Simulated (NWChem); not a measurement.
System: CH3Si cation

NWChem input:

```
start job
memory heap 200 mb stack 900 mb global 1100 mb
charge 1
geometry units angstroms noautoz
  C     -0.082991    -0.000000     1.044646
  Si     0.339235    -0.000000    -0.619520
  H      0.016826    -0.924250     1.640100
  H      0.016826     0.924250     1.640100
  H     -0.462589     0.000000    -1.873376
end
basis spherical
  * library 6-31g*
end
dft
  xc xcamb88 1.00 lyp 0.81 vwn_5 0.19 hfexch 1.00
  cam 0.33 cam_alpha 0.19 cam_beta 0.46
  iterations 150
  mulliken
end
task dft energy
```

NWChem printed, in part:

```
             Northwest Computational Chemistry Package (NWChem) 7.3.0
             --------------------------------------------------------

 CS  symmetry detected

                             Geometry "geometry" -> ""
                             -------------------------

 Output coordinates in angstroms (scale by  1.889725989 to convert to a.u.)

  No.       Tag          Charge          X              Y              Z
 ---- ---------------- ---------- -------------- -------------- --------------
    1 C                    6.0000    -0.06282326     1.11446187     0.00000000
    2 Si                  14.0000     0.07378611    -0.59698814     0.00000000
    3 H                    1.0000     0.13562319     1.68467929    -0.92425000
    4 H                    1.0000     0.13562319     1.68467929     0.92425000
    5 H                    1.0000    -0.92731231    -1.69829580     0.00000000

 Effective nuclear repulsion energy (a.u.)      44.2911559852

      Symmetry information
      --------------------

 Group name             Cs
 Group number              2
 Group order               2
 No. of unique centers     4

                                 NWChem DFT Module
                                 -----------------

 Summary of "ao basis" -> "ao basis" (spherical)
 ------------------------------------------------------------------------------
       Tag                 Description            Shells   Functions and Types
 ---------------- ------------------------------  ------  ---------------------
 C                           6-31g*                  6       14   3s2p1d
 Si                          6-31g*                  8       18   4s3p1d
 H                           6-31g*                  2        2   2s

      Symmetry analysis of basis
      --------------------------

        a'         27
        a"         11

            General Information
            -------------------
          SCF calculation type: DFT
          Wavefunction type:  closed shell.
          No. of atoms     :     5
          No. of electrons :    22
           Alpha electrons :    11
            Beta electrons :    11
          Charge           :     1
          Spin multiplicity:     1
          Use of symmetry is: on ; symmetry adaption is: on
          Maximum number of iterations: 150
          AO basis - number of functions:    38
                     number of shells:    20
          Convergence on energy requested:  1.00D-06
          Convergence on density requested:  1.00D-05
          Convergence on gradient requested:  5.00D-04

              XC Information
              --------------
                     Hartree-Fock (Exact) Exchange  1.000
                   CAM-Becke88 Exchange Functional  1.000
                      VWN V Correlation Functional  0.190 local
              Lee-Yang-Parr Correlation Functional  0.810

           Range-Separation Parameters
           ---------------------------
           Alpha           :  0.19
           Beta            :  0.46
           Gamma           :  0.33
           Short-Range HF  :     F

             Grid Information
             ----------------
          Grid used for XC integration:  medium
          Radial quadrature: Mura-Knowles
          Angular quadrature: Lebedev.
          Tag              B.-S. Rad. Rad. Pts. Rad. Cut. Ang. Pts.
          ---              ---------- --------- --------- ---------
          C                   0.70       49           8.0       434
          Si                  1.10       88           8.0       590
          H                   0.35       45          10.0       434
          Grid pruning is: on
          Number of quadrature shells:   227
          Spatial weights used:  Erf1

      Superposition of Atomic Density Guess
      -------------------------------------

 Sum of atomic energies:        -327.97225929

 Renormalizing density from      23.00 to     22

      Non-variational initial energy
      ------------------------------

 Total energy =    -319.317743
 1-e energy   =    -516.629097
 2-e energy   =     153.020198
 HOMO         =      -0.627314
 LUMO         =      -0.438031

      Symmetry analysis of molecular orbitals - initial
      -------------------------------------------------

  Numbering of irreducible representations:

     1 a'          2 a"

  Orbital symmetries:

     1 a'          2 a'          3 a'          4 a'          5 a'
     6 a"          7 a'          8 a'          9 a"         10 a'
    11 a'         12 a'         13 a"         14 a'         15 a'
    16 a"         17 a'         18 a'         19 a'         20 a"
    21 a'

     ---------------------------------------------
      Total Density - Mulliken Population Analysis
     ---------------------------------------------

    Atom       Charge   Shell Charges
 -----------   ------   -------------------------------------------------------
    1 C    6     6.98   2.00  0.84  2.26  0.66  1.21  0.02
    2 Si  14    13.18   2.00  2.00  6.01  1.29  1.40  0.21  0.17  0.09
    3 H    1     0.58   0.40  0.18
    4 H    1     0.58   0.40  0.18
    5 H    1     0.68   0.34  0.34

   convergence    iter        energy       DeltaE   RMS-Dens  Diis-err
 ---------------- ----- ----------------- --------- --------- ---------
 d= 0,ls=0.0,diis     1   -328.8352967508 -3.73D+02  2.68D-02  8.33D-01
 d= 0,ls=0.0,diis     2   -328.8156391496  1.97D-02  1.89D-02  7.18D-01
 d= 0,ls=0.0,diis     3   -328.9224013502 -1.07D-01  6.01D-03  8.42D-02
 d= 0,ls=0.0,diis     4   -328.9365821373 -1.42D-02  9.71D-04  1.33D-03
 d= 0,ls=0.0,diis     5   -328.9368541686 -2.72D-04  2.92D-04  8.14D-05
  Resetting Diis
 d= 0,ls=0.0,diis     6   -328.9368773967 -2.32D-05  1.25D-04  1.63D-05
 d= 0,ls=0.0,diis     7   -328.9368813511 -3.95D-06  2.97D-05  4.40D-07
 d= 0,ls=0.0,diis     8   -328.9368814463 -9.52D-08  1.60D-05  3.56D-07
 d= 0,ls=0.0,diis     9   -328.9368815156 -6.93D-08  1.22D-05  8.07D-08
 d= 0,ls=0.0,diis    10   -328.9368815385 -2.29D-08  2.47D-06  1.07D-09

         Total DFT energy =     -328.936881538461
      One electron energy =     -535.225603950414
           Coulomb energy =      189.046648344979
    Exchange-Corr. energy =      -27.049081918182
 Nuclear repulsion energy =       44.291155985157

 Numeric. integr. density =       21.999999421183

                  Occupations of the irreducible representations
                  ----------------------------------------------

                     irrep           alpha         beta
                     --------     --------     --------
                     a'                9.0          9.0
                     a"                2.0          2.0

                       DFT Final Molecular Orbital Analysis
                       ------------------------------------

 Vector    9  Occ=2.000000D+00  E=-7.360673D-01  Symmetry=a"
              MO Center=  2.6D-02,  1.3D+00,  4.4D-16, r^2= 1.2D+00
   Bfn.  Coefficient  Atom+Function         Bfn.  Coefficient  Atom+Function
  ----- ------------  ---------------      ----- ------------  ---------------
     5      0.469943  1 C  pz                 9      0.239370  1 C  pz
    33     -0.229078  3 H  s                 35      0.229078  4 H  s
    34     -0.127942  3 H  s                 36      0.127942  4 H  s
    23      0.101468  2 Si pz                19     -0.045377  2 Si pz
    29      0.035434  2 Si d -1

 Vector   10  Occ=2.000000D+00  E=-6.930898D-01  Symmetry=a'
              MO Center= -2.3D-01, -2.0D-02, -3.4D-15, r^2= 2.6D+00
   Bfn.  Coefficient  Atom+Function         Bfn.  Coefficient  Atom+Function
  ----- ------------  ---------------      ----- ------------  ---------------
    22     -0.428392  2 Si py                 4      0.391387  1 C  py
    37      0.221399  5 H  s                 38      0.203813  5 H  s
    18      0.172659  2 Si py                 8      0.144071  1 C  py
    21     -0.131888  2 Si px                33      0.114832  3 H  s
    35      0.114832  4 H  s                 34      0.077376  3 H  s

 Vector   11  Occ=2.000000D+00  E=-5.532677D-01  Symmetry=a'
              MO Center=  1.5D-01,  1.4D-01,  4.3D-15, r^2= 2.2D+00
   Bfn.  Coefficient  Atom+Function         Bfn.  Coefficient  Atom+Function
  ----- ------------  ---------------      ----- ------------  ---------------
    21      0.451826  2 Si px                 3      0.364095  1 C  px
     7      0.264449  1 C  px                20      0.230569  2 Si s
    25      0.180779  2 Si px                17     -0.167738  2 Si px
    24      0.146428  2 Si s                  6     -0.124157  1 C  s
    22     -0.101814  2 Si py                 2     -0.089923  1 C  s

 Vector   12  Occ=0.000000D+00  E=-3.057144D-01  Symmetry=a'
              MO Center=  1.0D-01, -8.1D-02,  2.7D-15, r^2= 3.0D+00
   Bfn.  Coefficient  Atom+Function         Bfn.  Coefficient  Atom+Function
  ----- ------------  ---------------      ----- ------------  ---------------
    24      0.470097  2 Si s                 38     -0.448870  5 H  s
     7     -0.405061  1 C  px                 3     -0.398714  1 C  px
    21      0.263590  2 Si px                20      0.253019  2 Si s
    22     -0.199599  2 Si py                37     -0.166326  5 H  s
     4      0.164424  1 C  py                26     -0.146825  2 Si py

 Vector   13  Occ=0.000000D+00  E=-2.994402D-01  Symmetry=a"
              MO Center=  6.9D-02, -5.4D-01, -3.5D-15, r^2= 2.6D+00
   Bfn.  Coefficient  Atom+Function         Bfn.  Coefficient  Atom+Function
  ----- ------------  ---------------      ----- ------------  ---------------
    23      0.659026  2 Si pz                27      0.473121  2 Si pz
    19     -0.235020  2 Si pz                34      0.165375  3 H  s
    36     -0.165375  4 H  s                 33      0.090733  3 H  s
    35     -0.090733  4 H  s                  5     -0.073678  1 C  pz
     9     -0.027439  1 C  pz                11     -0.027184  1 C  d -1

 Vector   14  Occ=0.000000D+00  E=-1.446580D-01  Symmetry=a'
              MO Center= -3.8D-01, -2.9D-01, -8.4D-15, r^2= 3.8D+00
   Bfn.  Coefficient  Atom+Function         Bfn.  Coefficient  Atom+Function
  ----- ------------  ---------------      ----- ------------  ---------------
     6      1.230335  1 C  s                 24     -1.024333  2 Si s
    26     -0.763521  2 Si py                25      0.440040  2 Si px
    38      0.434712  5 H  s                 21      0.314291  2 Si px
     8     -0.264143  1 C  py                34     -0.187617  3 H  s
    36     -0.187617  4 H  s                 20     -0.171363  2 Si s

     ---------------------------------------------
      Total Density - Mulliken Population Analysis
     ---------------------------------------------

    Atom       Charge   Shell Charges
 -----------   ------   -------------------------------------------------------
    1 C    6     6.43   2.00  0.72  1.95  0.68  1.07  0.02
    2 Si  14    13.29   2.00  2.00  5.96  1.17  1.57  0.23  0.28  0.08
    3 H    1     0.70   0.48  0.21
    4 H    1     0.70   0.48  0.21
    5 H    1     0.88   0.46  0.42

     -------------------------------------------
      Total Density - Lowdin Population Analysis
     -------------------------------------------

    Atom       Charge   Shell Charges
 -----------   ------   -------------------------------------------------------
    1 C    6     6.33   1.99  0.62  1.77  0.50  1.42  0.03
    2 Si  14    13.25   2.00  1.98  5.87  0.84  1.41  0.41  0.63  0.10
    3 H    1     0.76   0.45  0.32
    4 H    1     0.76   0.45  0.32
    5 H    1     0.89   0.44  0.45

     Multipole analysis of the density
     ---------------------------------

     L   x y z        total         alpha         beta         nuclear
     -   - - -        -----         -----         ----         -------
     0   0 0 0      1.000000    -11.000000    -11.000000     23.000000

     1   1 0 0     -0.071835     -0.035918     -0.035918      0.000000
     1   0 1 0     -0.361565     -0.180782     -0.180782      0.000000
     1   0 0 1     -0.000000     -0.000000     -0.000000      0.000000

     2   2 0 0    -13.673500     -8.616207     -8.616207      3.558914
     2   1 1 0      0.907594     -1.322873     -1.322873      3.553341
     2   1 0 1      0.000000      0.000000      0.000000      0.000000
     2   0 2 0     -6.789963    -40.895043    -40.895043     75.000123
     2   0 1 1      0.000000      0.000000      0.000000      0.000000
     2   0 0 2     -9.964711     -8.032895     -8.032895      6.101078
```

Level: CAM-B3LYP/6-31G* (spherical d). Structure relaxed at the PBE0/def2-SVP level.
